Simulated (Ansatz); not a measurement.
Geometry optimisation, Ansatz 0.2.0, RHF/def2-SVP.

The input (input.yaml):

```yaml
crystal:
  periodic: [false, false, false]
  atoms:
    - { symbol: Ti, position_ang: [-0.129071, -0.039718, -0.025549] }
    - { symbol: O, position_ang: [-0.25916, -0.174756, 1.849405] }
    - { symbol: H, position_ang: [-0.733002, 0.370442, 2.455251] }
    - { symbol: "N", position_ang: [1.621104, 0.026631, -0.670411] }
    - { symbol: H, position_ang: [2.324487, -0.620949, -0.361534] }
    - { symbol: H, position_ang: [1.997419, 0.690721, -1.320333] }
    - { symbol: "N", position_ang: [-0.927683, 1.565996, -0.556604] }
    - { symbol: H, position_ang: [-1.690098, 1.642777, -1.204037] }
    - { symbol: H, position_ang: [-0.622917, 2.477548, -0.263116] }
    - { symbol: "N", position_ang: [-1.099601, -1.402326, -0.859397] }
    - { symbol: H, position_ang: [-1.927959, -1.820169, -0.473429] }
    - { symbol: H, position_ang: [-0.77997, -1.934753, -1.647963] }
    - { symbol: F, position_ang: [1.525801, -2.250873, 1.231558] }
    - { symbol: H, position_ang: [1.10955, -1.890371, 1.95726] }
basis:
  gaussian: { orbitals: def2-SVP }
hamiltonian:
  xc: hf
relax:
  f_tol: 0.03
  max_steps: 50
```

Command:

```bash
$ ansatz run input.yaml --threads 4 --pin off --max-ram 5120MiB --backend cpu --events-out ev --progress --plain --runs-dir out
```

Task: Where does it end, and by what steps?

Result: The run converged. After 12 steps the energy has fallen by 0.209 eV; F13 moved furthest, 0.88 Å.

```tsv
step	energy less start (eV)	largest force component (eV/Å)	accepted
0	0.0000	1.049	yes
1	-0.0711	1.336	yes
2	-0.1557	0.745	yes
3	-0.1163	1.654	no
4	-0.1857	0.089	yes
5	-0.1944	0.079	yes
6	-0.2013	0.207	yes
7	-0.2037	0.305	yes
8	-0.2064	0.117	yes
9	-0.2075	0.036	yes
10	-0.2082	0.034	yes
11	-0.2085	0.041	yes
12	-0.2086	0.009	yes
```

```xyz
14
Properties=species:S:1:pos:R:3
Ti -0.204 -0.075 -0.130
O -0.212 -0.442 1.670
H -0.637 -0.044 2.413
N 1.560 -0.108 -0.716
H 2.235 -0.706 -0.266
H 1.993 0.465 -1.415
N -0.939 1.607 -0.499
H -1.736 1.775 -1.085
H -0.550 2.478 -0.183
N -1.221 -1.346 -1.050
H -2.061 -1.765 -0.689
H -0.929 -1.826 -1.882
F 1.943 -1.930 1.937
H 1.167 -1.444 2.006
```

Whether the end is a true minimum wasn't checked by a vibrational analysis.

Run time: 53 s on 4 threads of Intel(R) Xeon(R) Platinum 8259CL CPU @ 2.50GHz (Skylake/Cascade Lake) (shared host), peak memory 0.43 GiB.
